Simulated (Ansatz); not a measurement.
`FC(Cl)Br`. The species carries charge 0 and has multiplicity 1.

Q: What are the harmonic wavenumbers in cm⁻¹ at PBE0-D4/def2-TZVP (Ansatz, finite differences of forces, unscaled)? (Best estimate.)

A: The calculation gave: 224, 317, 432, 667, 791, 1122, 1223, 1328, 3161.

Q: Is this a minimum?

A: Yes, all 9 modes are real.

Q: Give the ideal-gas thermochemistry at 298.15 K and 1 bar (rigid rotor, harmonic oscillator; point group C1, symmetry number 1).

A: Zero-point energy 55.4 kJ/mol; H(298) − E = 69.2 kJ/mol; entropy 304.8 J/(mol·K), of which translation 171.1, rotation 113.6, vibration 20.0; G(298) − E = -21.7 kJ/mol.

Q: Rotational constants (cm⁻¹)?

A: 0.2162, 0.06689, 0.05274.
